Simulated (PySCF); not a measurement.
These are TPSSh-D3(BJ)/def2-TZVP // CAM-B3LYP-D3(BJ)/def2-TZVP run with PySCF values and carry that method's errors. Gas-phase values, no solvent. Delta-SCF ions had no search for a lower state. 

Reference species (SMILES): `B=C=BC` (neutral, multiplicity 1).

* **LUMO**: -1.60 eV
* **vertical ionisation energy (Delta-SCF)**: 9.21 eV

Changed species: `B1=BCC1`.

Give the shifts of the LUMO and vertical ionisation energy (Delta-SCF).

the LUMO drops by 1.39 eV, to -2.99 eV; the vertical ionisation energy (Delta-SCF) falls by 1.93 eV, to 7.28 eV.
